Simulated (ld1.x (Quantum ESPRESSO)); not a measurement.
## Te: one change to a TM potential, before and after

Te, norm-conserving Troullier–Martins (Kleinman–Bylander form), made with ld1.x (Quantum ESPRESSO) 7.5 (PBE, scalar-relativistic). Core [Kr] 4d10, reference 5s2 5p4. Waves: 5s (bound): rc 1.60 bohr; 5d channel at 0.25 Ry: rc 1.55 bohr; 5p (bound): rc 1.90 bohr. Local part: the p channel. Core correction: none.

Change: wave 5p (bound): rc 1.90 bohr becomes 5p (bound): rc 2.18 bohr.

Cutoffs: the cutoffs (Ry, on a coarse ladder) from which the occupation-weighted sum of valence levels, in a spherical-Bessel basis at the reference potential, stays within 10 and 1 mRy of its value at 400 Ry; they do not see the model core or the augmentation charge, which bear on the density cutoff. Errors are all-electron minus pseudo energies relative to the spin-unpolarised reference configuration.

Problem. What does the change do?

Solution. The potential gets softer (30 Ry and 70 Ry → 30 Ry and 60 Ry); both files keep a bound ghost (d); of the 7 tests that both files solve, the error grows in 3 and shrinks in 1 by more than 15 % and 0.3 meV (median size 5.3 → 4.3 meV). A larger radius leaves more room for a smooth pseudo-wave, so fewer plane waves are needed.

```csv
quantity,base,changed
"cutoff, loose",30 Ry,30 Ry
"cutoff, tight",70 Ry,60 Ry
loose cutoff by channel (10 mRy a level),"s 25 Ry, p 10 Ry","s 25 Ry, p 12 Ry"
bound ghosts,d,d
"error for 5s2 5p3, meV [ΔE 9.73 eV]",-2.8,-3.8
"error for 5s2 5p2, meV [ΔE 27.65 eV]",-9.6,-15
"error for 5s2 5p1, meV [ΔE 54.55 eV]",-9.9,-28
"error for 5s2 5p3.5, meV [ΔE 3.90 eV]",-1.0,-1.2
"error for 5s2 5p4.3, meV [ΔE -1.47 eV]",+0.4,+0.4
"error for 5s1 5p5, meV [ΔE 9.25 eV]",+5.3,+5.0
"error for 5s1 5p4, meV [ΔE 19.57 eV]",+6.3,+4.3
```

 A true bound ghost makes a file unfit for plane-wave use even where its test errors are small: the radial tests pick states by their node count and pass the ghost by.
